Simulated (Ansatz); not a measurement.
Ansatz (an electronic-structure program) input (RPA@PBE/def2-TZVPP):

Ansatz 0.2 input:
```yaml
crystal:
  periodic: [false, false, false]
  atoms:
    - {symbol: Se, position_ang: [-2.02325987, -0.96109939, -0.25137356]}
    - {symbol: Se, position_ang: [0.08128135, -1.00791912, 0.42278854]}
    - {symbol: I, position_ang: [1.24579755, 1.26314396, -0.10996433]}
basis:
  gaussian:
    orbitals: def2-TZVPP
hamiltonian:
  xc: pbe
magnetization: {spin_polarized: true, initial_magnetization: 1}
correlation: {method: rpa, electrons: outside_noble_gas}
```

End of the output:

```
integrals: 0.20 GiB planned
1133 factors; integrals over basis functions are off by at most 1.1e-3 eV
mean field: 0.53 GiB planned
mean field evaluation 1: about -138780.7283 eV, gradient 1.4e1 eV
mean field evaluation 2: about -138780.7228 eV, gradient 1.4e1 eV
mean field evaluation 4: about -138780.4225 eV, gradient 1.3e1 eV
mean field evaluation 8: about -138781.4934 eV, gradient 2.6e-1 eV
mean field evaluation 16: about -138781.4937 eV, gradient 3.6e-4 eV
mean field evaluation 32: about -138781.4937 eV, gradient 7.5e-6 eV
mean field evaluation 64: about -138779.9002 eV, gradient 2.4e-6 eV
mean field evaluation 96: about -138780.0715 eV, gradient 4.3e-2 eV
mean field -138781.49373786 eV, -5100.1258253912 hartree, gradient 5.5e-6 eV, S^2 0.752988; 8 other end points of the search recorded, 0 dependent functions left out
37 core orbitals not correlated
reference -138677.69429029 eV, -5096.3112660508 hartree; 10, 9 occupied and 99, 100 virtual orbitals, 1133 factors
Total energy: -138697.70276832 eV, -5097.0465640561 hartree
```

It need not be the lowest isomer of its formula.
